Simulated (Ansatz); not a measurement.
`FB[Si](Cl)(Cl)Cl` + silanol → `FBO[SiH3]` + trichlorosilane  (cleavage of the B–Si bond)

Computed with Ansatz on PBE0-D4/def2-TZVP structures; ΔE is electronic, products minus reactants. CBS: MP2 limit from def2 TZ/QZ plus the TZ coupled-cluster correction, frozen cores. This one scheme is used for every species. Functionals use def2-TZVPP. One conformer a species, not always the lowest.

```csv
level,ΔE (kcal/mol)
BHLYP-D4,-44.4
CAM-B3LYP,-44.6
HF/def2-SVP,-49.9
SCS-MP2/def2-TZVPP,-44.0
```

Q: What does CCSD(T)/CBS give? (Best estimate.)

A: Computed: -42.5 kcal/mol. The listed levels differ from it by -1.9, -2.1, -7.4, -1.5 kcal/mol.

Largest T1 diagnostic among the species: 0.013.

In def2-TZVPP, CCSD(T) changes the Hartree–Fock value by +4.5 kcal/mol (the triples alone add +0.6 kcal/mol) and MP2 by +3.6 kcal/mol. From PBE to PBE0 (25 % exact exchange), in def2-TZVPP and without D4, ΔE moves by −1.8 kcal/mol. Leaving LDA and LC-ωPBE aside and taking each functional with its dispersion term where it has one, the values, not all of them listed here, spread over 6.8 kcal/mol, from BHLYP-D4 to revPBE-D4. LDA lies −2.4 kcal/mol from PBE without D4.
